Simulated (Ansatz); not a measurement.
The cluster Na₈H₇⁺: single points at one geometry.

```yaml
crystal:
  periodic: [false, false, false]
  atoms:
    - {symbol: Na, position_ang: [-0.939180, -2.326976, -1.195095]}
    - {symbol: Na, position_ang: [0.659253, 0.979570, -2.805147]}
    - {symbol: Na, position_ang: [-0.160233, 0.614978, 4.211013]}
    - {symbol: Na, position_ang: [1.313824, 3.208103, 1.592245]}
    - {symbol: Na, position_ang: [-1.455819, -2.568873, 2.929902]}
    - {symbol: Na, position_ang: [-0.149020, -0.083196, 0.809208]}
    - {symbol: Na, position_ang: [2.115358, 4.193176, -1.991582]}
    - {symbol: Na, position_ang: [-1.802287, -5.082822, -3.941013]}
    - {symbol: H, position_ang: [1.954957, 4.228525, 0.029994]}
    - {symbol: H, position_ang: [-1.380485, -3.734114, -2.645923]}
    - {symbol: H, position_ang: [-1.046281, -2.092573, 0.959126]}
    - {symbol: H, position_ang: [1.519818, 2.722242, -3.255091]}
    - {symbol: H, position_ang: [-0.050903, -0.307626, -1.346102]}
    - {symbol: H, position_ang: [-0.985862, -1.191768, 4.319397]}
    - {symbol: H, position_ang: [0.406849, 1.441323, 2.329088]}
basis:
  gaussian: {orbitals: def2-TZVP, initial_orbitals: start.molden}
total_charge: 1
correlation: {method: mp2}
scf: {omitted_lower_state_checks: [starts]}
output: {orbitals: {seedname: orbitals}}
```

The file start.molden holds the orbitals of an earlier run on this structure, at another level or in another basis.

```sh
$ ansatz run in.yaml --threads 4 --pin off --events-out ev --progress --plain --max-ram 4787MiB
```

It prints (some lines left out):

```
Functional definition: HF
2634 factors; integrals over basis functions are off by at most 1.5e-3 eV
mean field evaluation 1: about -35341.3429 eV, gradient 2.9e1 eV
mean field evaluation 2: about -35341.9320 eV, gradient 8.6e-1 eV
mean field evaluation 4: about -35341.9399 eV, gradient 7.6e-3 eV
mean field -35341.93988749 eV, -1298.7923352380 hartree, gradient 2.7e-6 eV, S^2 0.000000; 0 other end points of the search recorded, 0 dependent functions left out
8 core orbitals not correlated: weight in the atoms' cores, before any rotation towards them, 1.000 or more for the frozen orbitals, at most 0.000 for the correlated occupied ones
reference -35341.93988749 eV, -1298.7923352380 hartree; 39, 39 occupied and 251, 251 virtual orbitals, 2634 factors
second order -40.13891980 eV of doubles, -0.00000000 eV of singles
Total energy: -35382.07880729 eV, -1300.2674133334 hartree
Checks for a lower state left out: starts
```

Hardware: 4 threads of Arm Neoverse V2 on a shared host. Wall time 12 s, peak host memory 1.1 GiB.

As the first input, with `gaussian: {orbitals: def2-SVP, initial_orbitals: start.molden}`, `hamiltonian: {xc: pbe, dispersion: d4}` and without the key `correlation` (abridged; 3.6 s):

```
Functional definition: PBE
mean field -35401.30350171 eV, -1300.9739078226 hartree, gradient 6.8e-6 eV, S^2 0.000000
Total energy: -35401.66742085 eV, -1300.9872816041 hartree
Checks for a lower state left out: starts
```

The first input with `hamiltonian: {xc: r2scan, dispersion: d4}` and without the key `correlation` (abridged; 16 s):

```
Functional definition: r2SCAN
mean field -35433.96425504 eV, -1302.1741683690 hartree, gradient 1.1e-5 eV, S^2 0.000000
Total energy: -35434.06996990 eV, -1302.1780533187 hartree
Checks for a lower state left out: starts
```

First input, but with `hamiltonian: {xc: {name: CAM-B3LYP}, dispersion: d4}` and without the key `correlation` (abridged; 14 s):

```
Functional definition: CAM-B3LYP
mean field -35439.06302802 eV, -1302.3615448202 hartree, gradient 5.9e-5 eV, S^2 0.000000
Total energy: -35439.40310374 eV, -1302.3740423722 hartree
Checks for a lower state left out: starts
```

First input, but with `hamiltonian: {xc: hse06, dispersion: d4}` and without the key `correlation` (abridged; 12 s):

```
Functional definition: HSE06
mean field -35416.93694638 eV, -1301.5484263175 hartree, gradient 7.3e-6 eV, S^2 0.000000
Total energy: -35417.24578828 eV, -1301.5597760480 hartree
Checks for a lower state left out: starts
```

First input, but with `gaussian: {orbitals: def2-SVP, initial_orbitals: start.molden}`, `correlation: {method: ccsd_t}` (abridged; 2.7 min):

```
Functional definition: HF
mean field -35329.09380710 eV, -1298.3202504911 hartree, gradient 1.9e-6 eV, S^2 0.000000
8 core orbitals not correlated: weight in the atoms' cores, before any rotation towards them, 1.000 or more for the frozen orbitals, at most 0.000 for the correlated occupied ones
second order -4.51310402 eV of doubles, -0.00000000 eV of singles
cycle   1  -5.45190178 eV  change   -9.4e-1 eV  update   8.0e-2
cycle   2  -5.86400889 eV  change   -4.1e-1 eV  update   3.0e-2
cycle   3  -5.87710928 eV  change   -1.3e-2 eV  update   8.5e-3
cycle   4  -5.87707769 eV  change    3.2e-5 eV  update   3.5e-3
cycle   5  -5.87684511 eV  change    2.3e-4 eV  update   8.1e-4
cycle   6  -5.87661859 eV  change    2.3e-4 eV  update   3.0e-4
cycle   7  -5.87655349 eV  change    6.5e-5 eV  update   1.4e-4
cycle   8  -5.87658384 eV  change   -3.0e-5 eV  update   5.4e-5
perturbative correction -0.03578052 eV, -0.0013149100 hartree
Total energy: -35335.00617146 eV, -1298.5375258738 hartree
Checks for a lower state left out: starts
```

As the first input, with `hamiltonian: {xc: pbe0, dispersion: d4}` and without the key `correlation` (abridged; 17 s):

```
Functional definition: PBE0
mean field -35418.10818189 eV, -1301.5914684284 hartree, gradient 1.6e-5 eV, S^2 0.000000
Total energy: -35418.42978033 eV, -1301.6032869532 hartree
Checks for a lower state left out: starts
```

Geometry: PBE0-D4/def2-SVP.

HSE06 is defined as in plane-wave codes, on full-range PBE exchange. Correlated methods freeze 8 core orbitals; core or outer-core shells of Na are correlated, in sets that lack core-valence functions. Another isomer (singlet) lies 0.90 eV lower at PBE0-D4/def2-TZVP; other spin states weren't run for this one.
